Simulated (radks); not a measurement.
The rubidium ion Rb+, configuration [Kr] (the NIST ground configuration).

All-electron calculation, scalar-relativistic Kohn-Sham, LDA (Slater exchange, Perdew-Wang correlation), spin-polarised, spherical densities, finite nucleus; Fermi nuclear charge, rms radius 4.2036 fm; hard spherical wall at 8 bohr. Program: a radial shooting solver on a logarithmic mesh with Libxc functionals.

Energy parts (eV):
part                       energy
total                  -81020.860
kinetic                 82949.915
electron-nucleus      -195150.793
Hartree                 33818.221
exchange-correlation    -2638.202

Orbitals (lengths in bohr, moments of r in powers of bohr; <r^-3> diverges for s and p1/2):
orbital  occ.  eigenvalue (eV)  <r^-3>   <1/r>
1s          2        -15015.63       -   37.83
2s          2        -2011.296       -   8.420
2p          6        -1785.298    1642   8.235
3s          2        -302.8415       -   2.804
3p          6        -230.3672   249.4   2.653
3d         10        -110.0608   30.93   2.390
4s          2         -37.7853       -  0.9255
4p          6         -21.7916   24.84  0.7752
4d          0          -3.6080  0.8016  0.4046
5s          0          -5.7641       -  0.3245
5p          0          -2.6185   3.921  0.2894

The highest occupied level is 4p at -21.792 eV. The electron density at the nucleus is 5.553e+04 e/bohr^3 (large components only). The density falls to 0.001 e/bohr^3 at r = 3.64 bohr.
